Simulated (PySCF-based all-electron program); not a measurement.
# Force along the bond of CrH, sextet

Calculated with an in-house all-electron program built on PySCF, in large uncontracted Gaussian sets near the basis limit; the spin-free Dirac equation, no spin–orbit coupling, spin-unrestricted, lowest state found (another of this spin can lie close). Forces are good to about 0.006 eV/Å. A positive force pushes the atoms apart.

| r (Å) | PBE (eV/Å) | HSE06 (eV/Å) |
| --- | --- | --- |
| 1.40675 | 4.003 | ? |
| 1.4895 | 2.181 | ? |
| 1.655 | -0.095 | ? |

Q: Fill in the missing HSE06 forces.

A: 1.40675 Å: 4.154 eV/Å; 1.4895 Å: 2.306 eV/Å; 1.655 Å: -0.017 eV/Å.

Q: Between which listed lengths does the HSE06 force vanish, and at which of the two is it smaller?

A: Between 1.490 and 1.655 Å. The force is smaller at 1.655 Å.
